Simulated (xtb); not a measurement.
xtb input (GFN2-xTB):

```bash
xtb mol.xyz --gfn 2 --sp --chrg 1 --uhf 0
```
mol.xyz:
```
10

Si     0.13886842    -0.12674218     0.01976683
F      0.36845614    -0.49074130    -1.48319632
F     -0.62324676    -1.21425863     0.84474714
N     -1.26313319     1.10529612    -0.19457171
N      1.42846840     0.56367162     0.78371424
H     -1.59814408     1.46298935     0.70380830
H     -0.97822906     1.91526115    -0.75139276
H      1.60080611     0.45770153     1.77352475
H      2.23365726     0.91941115     0.28795716
H     -2.06647912     0.68125246    -0.66858813
```

End of the output:

```
         :::::::::::::::::::::::::::::::::::::::::::::::::::::
         ::                     SUMMARY                     ::
         :::::::::::::::::::::::::::::::::::::::::::::::::::::
         :: total energy             -19.300919672108 Eh    ::
         :: gradient norm              0.022724278974 Eh/a0 ::
         :: HOMO-LUMO gap              7.436130412135 eV    ::
         ::.................................................::
         :: SCC energy               -19.456972250061 Eh    ::
         :: -> isotropic ES            0.141968658926 Eh    ::
         :: -> anisotropic ES         -0.002248540363 Eh    ::
         :: -> anisotropic XC         -0.000388543922 Eh    ::
         :: -> dispersion             -0.004451570992 Eh    ::
         :: repulsion energy           0.156052577954 Eh    ::
         :: add. restraining           0.000000000000 Eh    ::
         :: total charge               1.000000000000 e     ::
         :::::::::::::::::::::::::::::::::::::::::::::::::::::

           -------------------------------------------------
          |                Property Printout                |
           -------------------------------------------------

    * Orbital Energies and Occupations

         #    Occupation            Energy/Eh            Energy/eV
      -------------------------------------------------------------
         1        2.0000           -1.1005732             -29.9481
       ...           ...                  ...                  ...
         4        2.0000           -0.8515169             -23.1710
         5        2.0000           -0.7825592             -21.2945
         6        2.0000           -0.7793752             -21.2079
         7        2.0000           -0.7768472             -21.1391
         8        2.0000           -0.7372967             -20.0629
         9        2.0000           -0.7323976             -19.9296
        10        2.0000           -0.7255965             -19.7445
        11        2.0000           -0.7124601             -19.3870
        12        2.0000           -0.7064988             -19.2248
        13        2.0000           -0.7024848             -19.1156
        14        2.0000           -0.7016807             -19.0937
        15        2.0000           -0.6908976             -18.8003
        16        2.0000           -0.6154473             -16.7472 (HOMO)
        17                         -0.3421746              -9.3110 (LUMO)
        18                         -0.3139821              -8.5439
        19                         -0.3035922              -8.2612
        20                         -0.2289275              -6.2294
        21                         -0.1532315              -4.1696
        22                         -0.1515813              -4.1247
        23                         -0.1071072              -2.9145
        24                         -0.0627523              -1.7076
        25                         -0.0589647              -1.6045
        26                          0.0405473               1.1033
        27                          0.0542143               1.4752
       ...                                ...                  ...
        30                          0.8698016              23.6685
      -------------------------------------------------------------
                  HL-Gap            0.2732728 Eh            7.4361 eV
             Fermi-level           -0.4788109 Eh          -13.0291 eV

     #   Z          covCN         q      C6AA      α(0)
     1  14 Si       3.041     0.667   157.842    27.297
     2   9 F        0.705    -0.176    10.998     3.916
     3   9 F        0.705    -0.176    10.998     3.916
     4   7 N        3.385    -0.268    26.911     7.705
     5   7 N        2.542    -0.320    28.260     7.895
     6   1 H        0.859     0.257     0.857     1.450
     7   1 H        0.859     0.257     0.857     1.450
     8   1 H        0.861     0.244     0.905     1.490
     9   1 H        0.861     0.244     0.905     1.490
    10   1 H        0.859     0.269     0.813     1.413

 Mol. C6AA /au·bohr⁶  :       1128.622527
 Mol. C8AA /au·bohr⁸  :      37923.937862
 Mol. α(0) /au        :         58.022808

Wiberg/Mayer (AO) data.
largest (>0.10) Wiberg bond orders for each atom

 ---------------------------------------------------------------------------
     #   Z sym  total        # sym  WBO       # sym  WBO       # sym  WBO
 ---------------------------------------------------------------------------
     1  14 Si   4.404 --     5 N    1.367     3 F    1.177     2 F    1.177
                             4 N    0.648
     2   9 F    1.317 --     1 Si   1.177
     3   9 F    1.317 --     1 Si   1.177
     4   7 N    3.554 --     6 H    0.930     7 H    0.930    10 H    0.918
                             1 Si   0.648
     5   7 N    3.352 --     1 Si   1.367     8 H    0.917     9 H    0.917
     6   1 H    0.934 --     4 N    0.930
     7   1 H    0.934 --     4 N    0.930
     8   1 H    0.940 --     5 N    0.917
     9   1 H    0.940 --     5 N    0.917
    10   1 H    0.928 --     4 N    0.918
 ---------------------------------------------------------------------------

Topologies differ in total number of bonds
Writing topology from bond orders to xtbtopo.mol

molecular dipole:
                 x           y           z       tot (Debye)
 q only:       -0.495       2.129       0.451
   full:       -0.819       2.347       0.380       6.391
molecular quadrupole (traceless):
                xx          xy          yy          xz          yz          zz
 q only:        6.886      -4.160      -1.589       4.763       0.012      -5.297
  q+dip:        8.105      -4.390      -2.219       5.617       0.015      -5.886
   full:        8.111      -5.626      -1.705       5.379      -0.247      -6.406

           -------------------------------------------------
          | TOTAL ENERGY              -19.300919672108 Eh   |
          | GRADIENT NORM               0.022724278974 Eh/α |
          | HOMO-LUMO GAP               7.436130412135 eV   |
           -------------------------------------------------

------------------------------------------------------------------------
Note: The following floating-point exceptions are signalling: IEEE_UNDERFLOW_FLAG IEEE_DENORMAL
normal termination of xtb
------------------------------------------------------------------------
 total:
 SCF:
```

It need not be the lowest isomer of its formula.
